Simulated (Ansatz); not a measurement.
A run for Ansatz (an electronic-structure program): R-PBE/def2-TZVPP on Cl2Zn (SMILES [Cl][Zn][Cl]), atoms moved off the minimum.

Ansatz 0.2 input:
```yaml
crystal:
  periodic: [false, false, false]
  atoms:
    - {symbol: Zn, position_ang: [0.06350316, 0.05603365, 0.10705605]}
    - {symbol: Cl, position_ang: [0.13099034, -0.09223826, -2.13864337]}
    - {symbol: Cl, position_ang: [0.08353780, -0.00155597, 2.07947215]}
basis:
  gaussian:
    orbitals: def2-TZVPP
hamiltonian:
  xc: {name: PBE}
scf: {lower_state_search: off}
output: {forces: true}
```

It printed:

```
WARN ansatz: RAYON_NUM_THREADS=4 ignored (pool sized by the plan → 4); use --threads N
Functional definition: PBE
these checks for a lower state are left out or cut short: stability, starts, cluster_reference, orbital_swaps, neighbouring_geometries, increment
integrals: 0.08 GiB planned
1087 factors; their error is unknown
mean field: 0.49 GiB planned
mean field evaluation 1: about -73446.4599 eV, gradient 6.4e1 eV
mean field evaluation 2: about -73423.4314 eV, gradient 1.6e2 eV
mean field evaluation 4: about -73450.9569 eV, gradient 9.1e0 eV
mean field evaluation 8: about -73451.1616 eV, gradient 1.1e-1 eV
mean field evaluation 16: about -73451.1617 eV, gradient 1.4e-5 eV
mean field -73451.16165801 eV, -2699.2804039463 hartree, gradient 8.4e-7 eV, S^2 0.000000; 0 other end points of the search recorded, 0 dependent functions left out
the calculation of the forces begins
reference -73451.16169648 eV, -2699.2804053602 hartree; 32, 32 occupied and 116, 116 virtual orbitals, 1087 factors
Total energy: -73451.16169648 eV, -2699.2804053602 hartree
Atom 0 at     0.063503     0.056034     0.107056 Å, force     0.084231    -0.178420    -4.093679 eV/Å
Atom 1 at     0.130990    -0.092238    -2.138643 Å, force    -0.078476     0.176864     1.746321 eV/Å
Atom 2 at     0.083538    -0.001556     2.079472 Å, force    -0.005755     0.001556     2.347358 eV/Å
Dipole moment:    -0.027117     0.063109     0.215715 e Å
Checks for a lower state left out: stability, starts, cluster_reference, orbital_swaps, neighbouring_geometries, increment
```

Self-consistency was reached.

Cost: very roughly 2.6 core-seconds.
